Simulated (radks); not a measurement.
Q: These are the eigenvalues of the occupied orbitals of an atom or ion with whole-number occupations (eV). Calculated with a radial shooting solver on a logarithmic mesh with Libxc functionals: scalar-relativistic Kohn-Sham, PBE, spin-unpolarised, spherical densities, point nucleus.

1s: -18849.71
2s: -2672.959
2p: -2391.128
3s: -480.4173
3p: -388.3039
3d: -237.8532
4s: -97.4696
4p: -72.5995
5s: -29.0420

Which element is it, and in what charge state? The configuration may be excited.

A: Z = 41, niobium, charge +3: Nb3+ in [Kr] 5s2. The list shows which subshells hold electrons but not how many an open one holds; the 1s level, -692.71 hartree, gives Z - s = 37.2 by -(Z - s)^2/2, which with screening and relativity narrows Z to a few neighbours, and the depths of the outer levels then fix element, charge and occupations together.
